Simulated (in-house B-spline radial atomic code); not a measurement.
Atomic self-consistent-field run: Sc. Computed with a radial B-spline atomic code at the basis-set limit: non-relativistic B3LYP, spherical fractional occupations, point nucleus, inside a hard spherical wall at 2.73 bohr.

Command:
```bash
python run_scf.py task.json out
```
Settings:
```
Z                21
configuration    [Ar] 3d1 4s1 4f1
hamiltonian      nr
method           b3lyp
spin_polarised   False
wall_radius      2.73
```

Output (hartree, bohr):
```
 radial grid: 38 intervals, B-splines of order 8, outer radius 2.73 bohr

 iter        energy (Eh)    residual
    1        -755.571048    2.87e-01
    2        -756.094259    7.84e-02
    3        -756.230694    2.25e-02
    4        -756.238893    7.00e-03
    5        -756.239327    2.40e-03
    6        -756.239457    2.12e-04
    7        -756.239458    7.56e-06
    8        -756.239458    5.70e-08

 total energy                      -756.23946
 kinetic                             768.5860
 electron-nucleus                  -1819.6503
 Hartree                             334.5260
 exact exchange                       -7.6291
 exchange-correlation                -32.0720

 orbital      occ     eigenvalue          <r>       <r^2>       <1/r>       r_max
 1s         2.000      -160.8171    0.0735971  0.00727069      20.529     0.04837
 2s         2.000       -16.7654     0.345929    0.141538     4.25179      0.2858
 2p         6.000       -13.6821     0.308662    0.117625     4.18115      0.2332
 3s         2.000        -1.4034        1.086     1.34559     1.27536      0.9416
 3p         6.000        -0.5941      1.15026     1.51746     1.16525      0.9858
 3d         1.000         0.7362        1.261     1.82165    0.953749       1.097
 4s         1.000         1.6410      1.65888     3.10608    0.897265       1.944
 4f         1.000         2.5292      1.74853     3.20993    0.608232       1.824
```

Time taken, with all properties: 0.04 s on 1 thread of Intel(R) Xeon(R) 6975P-C (shared host).

Caution: exact exchange at fractional occupations of open shells leaves self-interaction of up to several eV.
